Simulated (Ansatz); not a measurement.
```yaml
crystal:
  periodic: [false, false, false]
  atoms:
    - {symbol: Si, position_ang: [-0.824580, -0.994855, -0.820537]}
    - {symbol: B, position_ang: [-0.287650, 0.849732, -0.594574]}
    - {symbol: Al, position_ang: [0.749800, 0.035491, 0.928512]}
    - {symbol: B, position_ang: [0.384550, 2.042821, -0.028930]}
    - {symbol: Cl, position_ang: [1.124488, 3.471312, 0.564278]}
    - {symbol: H, position_ang: [-2.227327, -1.386423, -0.525474]}
    - {symbol: H, position_ang: [-0.041183, -1.693597, 0.350057]}
    - {symbol: H, position_ang: [-0.343917, -1.753222, -2.004550]}
    - {symbol: H, position_ang: [1.554218, -0.617360, 2.114117]}
basis:
  gaussian: {orbitals: def2-mTZVPP}
magnetization: {spin_polarized: true, initial_magnetization: 2}
hamiltonian: {xc: {name: r2SCAN50}, dispersion: d4}
output: {forces: true}
```

```sh
$ ansatz run in.yaml --threads 2 --pin off --events-out ev --progress --plain --max-ram 4352MiB
```

Output, abridged:

```
Functional definition: r2SCAN50
1229 factors; integrals over basis functions are off by at most 9.4e-4 eV
mean field evaluation 1: about -28403.8458 eV, gradient 2.4e1 eV
mean field evaluation 2: about -28403.6039 eV, gradient 2.4e1 eV
mean field evaluation 4: about -28407.8559 eV, gradient 1.4e0 eV
mean field evaluation 8: about -28407.9149 eV, gradient 7.9e-2 eV
mean field evaluation 16: about -28407.9152 eV, gradient 3.4e-3 eV
mean field evaluation 32: about -28407.9152 eV, gradient 2.6e-4 eV
mean field -28407.91523689 eV, -1043.9716293793 hartree, gradient 7.2e-7 eV, S^2 2.012146; 6 other end points of the search recorded, 0 dependent functions left out
reference -28407.91524821 eV, -1043.9716297953 hartree; 30, 28 occupied and 104, 106 virtual orbitals, 1229 factors
Total energy: -28407.99487062 eV, -1043.9745558647 hartree
Atom 0 at    -0.824580    -0.994855    -0.820537 Å, force    -0.241586     0.115106    -0.342116 eV/Å
Atom 1 at    -0.287650     0.849732    -0.594574 Å, force    -2.162976    -1.977359    -2.301306 eV/Å
Atom 2 at     0.749800     0.035491     0.928512 Å, force     1.057469     1.173227     1.072245 eV/Å
Atom 3 at     0.384550     2.042821    -0.028930 Å, force     2.019678     0.726809     2.398924 eV/Å
Atom 4 at     1.124488     3.471312     0.564278 Å, force    -0.367715     0.644657    -0.612841 eV/Å
Atom 5 at    -2.227327    -1.386423    -0.525474 Å, force     0.168448     0.062275     0.088622 eV/Å
Atom 6 at    -0.041183    -1.693597     0.350057 Å, force    -0.348904    -0.469948    -0.292441 eV/Å
Atom 7 at    -0.343917    -1.753222    -2.004550 Å, force     0.068294     0.087271     0.175735 eV/Å
Atom 8 at     1.554218    -0.617360     2.114117 Å, force    -0.192709    -0.362037    -0.186822 eV/Å
Dipole moment:     0.011630    -0.450305     0.120548 e Å
```

It took 44 s on 2 threads of an Arm Neoverse V1 on a shared host, with 0.49 GiB of host memory at the peak.
